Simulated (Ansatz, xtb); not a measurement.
## C4H3Cl2FS: which of two isomers lies lower

Structure X is `FCC(Cl)(Cl)C=C=S`, a singlet and structure Y is `F[C@](Cl)(C=C=S)CCl`, a singlet. Both are isolated molecules in the gas phase, relaxed with B3LYP/def2-SVP, each in the lowest conformer that the search found.

Task: Estimate which is lower in electronic energy at CCSD(T)/def2-SVP + ΔMP2/def2-TZVPP, and by roughly how much.

Result: The CCSD(T)/def2-SVP + ΔMP2/def2-TZVPP calculation puts structure Y lower, by 18.0 kJ/mol.

The same difference at several levels:

| level | geometry | E(Y) − E(X) (kJ/mol) | departure from the last row (kJ/mol) | job, with rough time for the two |
| --- | --- | --- | --- | --- |
| GFN2-xTB | GFN2-xTB | +1.5 | +19.4 | optimisation, 0.33 s |
| HF/STO-3G | GFN2-xTB | −30.3 | −12.3 | single point, 0.48 s |
| r2SCAN-D4/def2-SVP | GFN2-xTB | −23.4 | −5.5 | single point, 4.6 s |
| B3LYP/def2-SVP | B3LYP/def2-SVP | −25.2 | −7.2 | optimisation, 42 s |
| HF/def2-SVP | B3LYP/def2-SVP | −27.8 | −9.8 | part of the CCSD(T) run |
| MP2/def2-SVP | B3LYP/def2-SVP | −18.8 | −0.9 | part of the CCSD(T) run |
| CCSD(T)/def2-SVP | B3LYP/def2-SVP | −21.2 | −3.2 | single point |
| CCSD(T)/def2-SVP + ΔMP2/def2-TZVPP | B3LYP/def2-SVP | −18.0 |  | single point, 77 s |

As drawn, both hold the same kinds of bond in the same numbers.

GFN2-xTB finds them nearly level. The largest departure from CCSD(T)/def2-SVP + ΔMP2/def2-TZVPP is that of GFN2-xTB, 19.4 kJ/mol. The last row adds to CCSD(T) the change of the MP2 difference between the two basis sets, here +3.2 kJ/mol.

With thermal terms from frequencies at re-optimised GFN2-xTB minima (ideal gas, soft modes damped towards free rotors, one conformer each, 298.15 K, 1 atm): on the last row, ΔE + ΔZPE = −18.5, ΔH = −18.8, ΔG = −18.7 kJ/mol.

The correlated steps freeze 20 core orbitals. Mirror images aren't counted in ΔG. Run with Ansatz 0.2.0, xtb 6.7.1; the last row on 4 threads of Arm Neoverse V2 on a shared host.
